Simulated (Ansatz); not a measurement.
Consider the substitution at a C–C bond: `COC(C)(C)C#N` + CH₃OH → `COC#N` + `COC(C)C`.

Isolated molecules relaxed with PBE0-D4/def2-TZVP in Ansatz; ΔE leaves out vibrations. CCSD(T)/CBS adds triple-zeta CCSD(T) − MP2 to the extrapolated MP2 energy (def2 sets, frozen cores). This one scheme is used for every species. DFT in def2-TZVPP. B3LYP here is the variant with VWN-RPA as its local correlation; programs differ in this. One conformer a species, not always the lowest.

Is it downhill or uphill in electronic energy at CCSD(T)/CBS, and by how much? (Estimate.)

Ansatz gave: Uphill: ΔE = +0.68 eV.

What do these levels give: LDA (SPW92), PBE-D4, PBE0-D4, B3LYP-D4, BHLYP-D4, B2PLYP, BLYP, r2SCAN0, CCSD(T)/def2-SVP, HF/def2-TZVPP, MP2/def2-TZVPP, HF/def2-QZVPP? (An estimate is asked.)

The calculation gave: LDA (SPW92) 0.46, PBE-D4 0.48, PBE0-D4 0.53, B3LYP-D4 0.51, BHLYP-D4 0.55, B2PLYP 0.54, BLYP 0.39, r2SCAN0 0.53, CCSD(T)/def2-SVP 0.56, HF/def2-TZVPP 0.49, MP2/def2-TZVPP 0.71, HF/def2-QZVPP 0.49 eV.

What do rigid-rotor, harmonic-oscillator terms from PBE0-D4/def2-TZVP frequencies (298.15 K, 1 bar) make of the CCSD(T)/CBS value? (Estimate.)

Ansatz gave: ΔZPE = +0.02 eV, ΔH = +0.69 eV, ΔS = 10 J/(mol·K), ΔG = +0.66 eV.

Largest T1 diagnostic among the species: 0.014.

The D4 term adds +0.07 eV with B3LYP and +0.04 eV with PBE0; it sums over pairs of atoms, weighted by their polarisabilities, and B3LYP, whose exchange is more repulsive, gets the larger term. From PBE to PBE0 (25 % exact exchange), in def2-TZVPP and without D4, ΔE moves by +0.05 eV. Leaving LDA and LC-ωPBE aside and taking each functional with its dispersion term where it has one, the values, not all of them listed here, spread over 0.13 eV, from PBE-D4 to ωB97M-V. LDA lies +0.03 eV from PBE without D4.
